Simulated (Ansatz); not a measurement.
C2H9NSi (`CCN[SiH3]`) at its PBE0-D4/def2-TZVP geometry, where that method's forces vanish. The species carries charge 0 and has multiplicity 1.

```xyz
13

C     0.7418    1.2596    1.3126
C     0.6210   -0.0384    0.5386
N    -0.1943    0.1136   -0.6499
Si   -1.1237   -1.1557   -1.3328
H    -0.2438    1.6231    1.6103
H     1.3522    1.1259    2.2091
H     1.2158    2.0332    0.7011
H     0.1502   -0.7973    1.1735
H     1.6259   -0.4193    0.3031
H     0.1258    0.8484   -1.2621
H    -1.9210   -0.5756   -2.4446
H    -2.0128   -1.7139   -0.2781
H    -0.3371   -2.3037   -1.8810
```

Question: What forces (eV/Å) does r2SCAN-D4/def2-TZVPP give on these atoms in the Gaussian-basis code of Ansatz? (Best estimate.)

Answer: Ansatz gave: 
```
C1   0.010  0.121  0.076
C2   0.126 -0.129  0.137
N3  -0.156  0.028 -0.150
Si4 -0.041 -0.037 -0.031
H5   0.017 -0.004 -0.004
H6  -0.009  0.005 -0.016
H7  -0.009 -0.015  0.004
H8  -0.003 -0.002 -0.010
H9   0.018 -0.005  0.002
H10  0.027  0.040 -0.018
H11  0.017 -0.018  0.024
H12  0.019  0.009 -0.023
H13 -0.015  0.007  0.009
```
